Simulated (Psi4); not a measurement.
Cs (SMILES [Cs]), doublet (core potentials on Cs). Base run: Psi4 with HF/def2-SVP.

Here is a job for Psi4.
```
memory 2 GB

molecule {
0 2
  Cs    0.00000000    0.00000000    0.00000000
}

set basis def2-svp
set reference uhf

energy('scf')
print_variables()
```

The base run was repeated with changes; each row names its change, and settings that it needs were set with it.

```json
[
 {"change": "base", "ΔE vs base (mEh)": "0.000", "SCF cycles": "8", "basis functions": "24", "outcome": "converged"},
 {"change": "df_basis_scf = cc-pvqz-jkfit", "ΔE vs base (mEh)": "-", "SCF cycles": "-", "basis functions": "24", "outcome": "input refused"},
 {"change": "basis_guess = sto-3g", "ΔE vs base (mEh)": "-", "SCF cycles": "-", "basis functions": "-", "outcome": "input refused"},
 {"change": "scf_type = mem_df", "ΔE vs base (mEh)": "0.000", "SCF cycles": "8", "basis functions": "24", "outcome": "converged"},
 {"change": "puream = true", "ΔE vs base (mEh)": "0.000", "SCF cycles": "8", "basis functions": "24", "outcome": "converged"},
 {"change": "df_basis_scf = cc-pvtz-jkfit", "ΔE vs base (mEh)": "-", "SCF cycles": "-", "basis functions": "24", "outcome": "input refused"},
 {"change": "scf_type = pk", "ΔE vs base (mEh)": "-0.004", "SCF cycles": "8", "basis functions": "24", "outcome": "converged"},
 {"change": "d_convergence = 1e-8", "ΔE vs base (mEh)": "0.000", "SCF cycles": "10", "basis functions": "24", "outcome": "converged"},
 {"change": "guess = gwh", "ΔE vs base (mEh)": "0.000", "SCF cycles": "8", "basis functions": "24", "outcome": "converged"},
 {"change": "guess = core", "ΔE vs base (mEh)": "0.000", "SCF cycles": "8", "basis functions": "24", "outcome": "converged"},
 {"change": "scf_type = out_of_core", "ΔE vs base (mEh)": "-0.004", "SCF cycles": "8", "basis functions": "24", "outcome": "converged"},
 {"change": "guess = sadno", "ΔE vs base (mEh)": "0.000", "SCF cycles": "9", "basis functions": "24", "outcome": "converged"},
 {"change": "guess = huckel", "ΔE vs base (mEh)": "0.000", "SCF cycles": "7", "basis functions": "24", "outcome": "converged"}
]
```

Open shells are given as the SCF converged; they aren't shown to be the lowest states, and a large step between rows can be another state.

- df_basis_scf = cc-pvqz-jkfit: ended with `psi4.driver.qcdb.exceptions.BasisSetNotFound: BasisSet::construct: Unable to find a basis set for atom 1 for key JKFIT among:`
- basis_guess = sto-3g: ended with `psi4.driver.qcdb.exceptions.BasisSetNotFound: BasisSet::construct: Unable to find a basis set for atom 1 for key BASIS among:`
- df_basis_scf = cc-pvtz-jkfit: ended with `psi4.driver.qcdb.exceptions.BasisSetNotFound: BasisSet::construct: Unable to find a basis set for atom 1 for key JKFIT among:`
